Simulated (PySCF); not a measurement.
TlSi⁺ at r²SCAN

Level: r²SCAN. Tl def2-SVP with ECP60, Si def2-SVP; scalar-relativistic core potentials (PySCF 2.14).

For TlSi⁺, the state is ³Π (triplet), unpaired electrons σ ↑, π ↑ and the bond length is 3.211 Å. The harmonic wavenumber is 115 cm⁻¹ and the force constant is 0.193 mdyn/Å. The rotational constant Be is 0.06642 cm⁻¹. The anharmonicity ωexe is 0.688 cm⁻¹ and the vibration–rotation constant αe is 0.000545 cm⁻¹. The bond order (Mayer) is 0.50 and the dipole moment (positive dipole points towards Si; it is taken about the centre of mass and depends on that origin) is 2.79 D.

Spin–orbit coupling is left out, which matters for elements this heavy, above all for dissociation energies. The state is the lowest determinant that a PBE0 search found; another state may lie lower at other levels.
